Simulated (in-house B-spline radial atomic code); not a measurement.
## The sulfur ion S⁴⁺: [He] 2s2 2p5 3s2 4s1 (an excited or competing configuration)

Computed with a B-spline radial code for spherical atoms: non-relativistic LDA exchange-only, spin-polarised, spherical fractional occupations, point nucleus.

Screening seen three ways: the hydrogenic charge with the same mean radius, Z_r = [3n² - l(l+1)]/(2<r>), the one with the same energy, Z_e = n√(-2ε), and Slater's rules. Values are occupation-weighted means over spin.

```tsv
shell	electrons	ε (eV)	<r> (bohr)	Z_r	Z_e	Slater
1s	2	-2496.1	0.09751	15.38	13.54	15.70
2s	2	-299.06	0.4699	12.77	9.38	12.20
2p	5	-248.85	0.4253	11.76	8.55	12.20
3s	2	-75.08	1.373	9.83	7.05	7.70
4s	1	-31.65	2.967	8.09	6.10	5.30
```

The least bound orbital is 4s up at -31.65 eV, and it is also the most diffuse (<r> = 2.967 bohr). The part-filled 2p shell lies below the filled 3s shell in orbital energy.
